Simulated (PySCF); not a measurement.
CH₈FNSi₂, SMILES N[SiH2][SiH2]CF.

Coordinates come from a ωB97X-D3(BJ)/def2-SVP optimisation. The structure was generated by enumeration, and PubChem lists no compound with its InChIKey, so it may never have been made. The values are those of a single conformer.

Method: TDDFT-PBE/def2-SVPD in PySCF.

Vertical excitations. Gas-phase values at a fixed geometry.

| state | energy (eV) | λ (nm) | f | main pairs |
|---|---|---|---|---|
| S1 | 4.89 | 254 | 0.005 | HOMO→LUMO 99 % |
| S2 | 5.68 | 218 | 0.011 | HOMO→LUMO+1 93 % |
| S3 | 5.83 | 213 | 0.012 | HOMO→LUMO+2 93 % |
| S4 | 6.03 | 206 | 0.043 | HOMO−1→LUMO 96 % |
| S5 | 6.23 | 199 | 0.018 | HOMO→LUMO+3 95 % |
| S6 | 6.40 | 194 | 0.007 | HOMO−2→LUMO 97 % |
| S7 | 6.59 | 188 | 0.004 | HOMO→LUMO+4 99 % |
| S8 | 6.75 | 184 | 0.011 | HOMO→LUMO+5 77 % |
| S9 | 6.76 | 183 | 0.012 | HOMO−1→LUMO+1 77 % |
| S10 | 6.86 | 181 | 0.003 | HOMO→LUMO+6 93 % |
| T1 | 4.66 | 266 | 0 | HOMO→LUMO 99 % |
| T2 | 5.45 | 228 | 0 | HOMO→LUMO+1 71 %, HOMO−1→LUMO 17 % |
| T3 | 5.48 | 226 | 0 | HOMO−1→LUMO 75 %, HOMO→LUMO+1 21 % |
| T4 | 5.64 | 220 | 0 | HOMO→LUMO+2 87 % |
Triplets are in the Tamm–Dancoff approximation, which puts them higher than full response would, so one can lie above its singlet here.
